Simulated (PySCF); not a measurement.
Work out the structure from these simulated measurements.

Formula: C4H10O2S.

| Quantity | Value |
| --- | --- |
| Dipole | 4.61 D [CAM-B3LYP/def2-SVPD] |
| UV, strongest line | among the 10 lowest singlet transitions: S10 at 8.99 eV (138 nm, f = 0.256) [TDDFT CAM-B3LYP/def2-SVPD] |
| Rotational structure | rotational constants A, B, C: 4.291, 1.474, 1.466 GHz [PBE0-D3(BJ)/def2-SVP] |
| 13C NMR | chemical shifts (computed TMS as zero) by class: 53.3 (2 C), 4.9 (2 C) ppm [GIAO PBE0/pcSseg-1] |
| NMR, other nuclei | isotropic shieldings of nuclei other than C and H, by class: 143 (2 O), 185 (1 S) ppm [GIAO PBE0/pcSseg-1] |
| 1H NMR | chemical shifts (computed TMS as zero) by class: 2.44 (4 H), 1.53 (6 H) ppm [GIAO PBE0/pcSseg-1] |

Gas-phase values; electronic properties from PySCF, density fitting. Levels stand in brackets. Isolated species at its PBE0-D3(BJ)/def2-SVP geometry (one conformer only). NMR values are class means; diastereotopic atoms form classes of their own.

Q: Give a SMILES that accounts for the data.

A: Numbering: `[CH3:1][CH2:2][S:3](=[O:4])(=[O:5])[CH2:6][CH3:7]`. 4 carbons fall into 2 classes; from least to most shielded: sp3 carbon bound to sulfur [C2/C6] (53.3 ppm, 2 C), methyl carbon [C1/C7] (4.9 ppm, 2 C). Hydrogen classes from least to most shielded: 4 H on 2 like atoms (sp3 carbon bound to sulfur), C2/C6 (2.44 ppm), 6 H on 2 methyl carbons, C1/C7 (1.53 ppm, a mean of values up to 0.6 ppm apart in this geometry). The other shieldings belong to: 143 ppm, sulfonyl oxygen [O4/O5]; 185 ppm, sulfonyl sulfur [S3]. The optimised geometry has point group C2v and is an asymmetric top. Structure: `CCS(=O)(=O)CC`. Computed isomers that give other values at the same levels: `CC[S@@](=O)COC` (rotational constant A: 2.718 GHz; this holds for the one conformer computed); `CCCS(C)(=O)=O` (rotational constant A: 3.798 GHz; this holds for the one conformer computed); `CC(C)S(C)(=O)=O` (13C chemical shifts (computed TMS as zero) by class: 59.0 (1 C), 41.3 (1 C), 15.7 (2 C) ppm). The assignments are read from this structure; whether some other isomer fits the data as well wasn't checked.

Conformer computed: `[CH3:1][CH2:2][S:3](=[O:4])(=[O:5])[CH2:6][CH3:7]`: C1–C2–S3–O4 -65°, C2–S3–C6–C7 180°.
